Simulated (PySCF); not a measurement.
Delta-valerolactam, C5H9NO.
Bonds: O1–C2 (double), C2–C3, C3–C4, C4–C5, C5–C6, C6–N7, C2–N7. Hydrogens: H8, H9 on C3; H10, H11 on C4; H12, H13 on C5; H14, H15 on C6; H16 on N7.

Definitions: NICS(0) = −σiso at the ring centroid; NICS(1) = −σiso and NICS(1)zz = −σzz at ±1 Å along the ring normal z. Level: GIAO B97-2/pcSseg-2 (PySCF, non-relativistic, gas phase) on the PBE0-D3(BJ)/def2-TZVP geometry, one conformer.

Ring bond lengths (Å): C2–C3 1.512, C3–C4 1.520, C4–C5 1.518, C5–C6 1.515, C6–N7 1.448, N7–C2 1.358.

Question: What do the NICS probes read (ppm)?

Answer: 
```json
{"ring": "C2–C3–C4–C5–C6–N7", "type": "6-membered ring with N; formal bonds all single", "NICS(0)": "-1.7", "NICS(1), two faces": "-1.5 / -1.0", "NICS(1)zz, two faces": "2.0 / 2.0", "rms pucker (Å)": "0.20", "centre to ring atoms, mean (Å)": "1.44"}
```

Question: What do they say, and how far can they be read as aromaticity?

Answer: 
- C2–C3–C4–C5–C6–N7: mean NICS(1)zz 2.0 ppm, near zero. C3, C4, C5, C6 have four or more neighbours; no verdict on aromaticity is drawn.

Question: At the first NICS(1) probe listed for ring C2–C3–C4–C5–C6–N7, 1 Å off the ring, what do the in-plane components average?

Answer: The isotropic value is a third of the trace: (3 × -1.5 − (2.0))/2 = -3.2 ppm.

Question: What are the shieldings of the ring atoms and their hydrogens in the same run (means over atoms taken as equivalent)?

Answer: 
| atoms | environment | σ isotropic (ppm) | principal values of the symmetric part, first atom (ppm) |
| --- | --- | --- | --- |
| C2 | amide carbonyl carbon | 12.0 | -75.9, 12.8, 99.0 |
| C3 | sp3 carbon next to a carbonyl | 150.0 | 136.0, 149.9, 164.3 |
| C4 | ring CH2 carbon | 159.1 | 153.0, 156.2, 168.1 |
| C5 | ring CH2 carbon | 158.0 | 152.4, 158.1, 163.5 |
| C6 | sp3 carbon bound to nitrogen | 138.6 | 126.3, 133.9, 155.6 |
| N7 | amide nitrogen | 134.5 | 40.1, 150.7, 212.6 |
| H8 (×2) | methylene hydrogen | 29.41 | 26.1, 28.2, 34.1 |
| H10 (×2) | methylene hydrogen | 29.89 | 26.3, 28.3, 35.6 |
| H12 (×2) | methylene hydrogen | 29.94 | 26.0, 28.1, 35.8 |
| H14 (×2) | methylene hydrogen | 28.34 | 23.7, 27.2, 34.2 |
| H16 | amide N–H hydrogen | 26.87 | 21.7, 25.6, 33.3 |

Question: How do the values depend on the level or the medium?

Answer: 
```tsv
level	NICS(0), C2–C3–C4–C5–C6–N7	mean NICS(1)zz, C2–C3–C4–C5–C6–N7
B97-2/pcSseg-2, gas	-1.7	2.0
KT3/pcSseg-2, gas	-1.6	2.0
PBE0/pcSseg-2, gas	-1.7	1.9
wB97X-D/pcSseg-2, gas	-1.6	2.0
WP04/pcSseg-2, IEF-PCM chloroform	-1.8	2.0
wB97X-D/pcSseg-2, IEF-PCM chloroform	-1.6	2.0
```

The geometry is the same throughout; the continuum's cavity takes Bondi-type radii × 1.2.
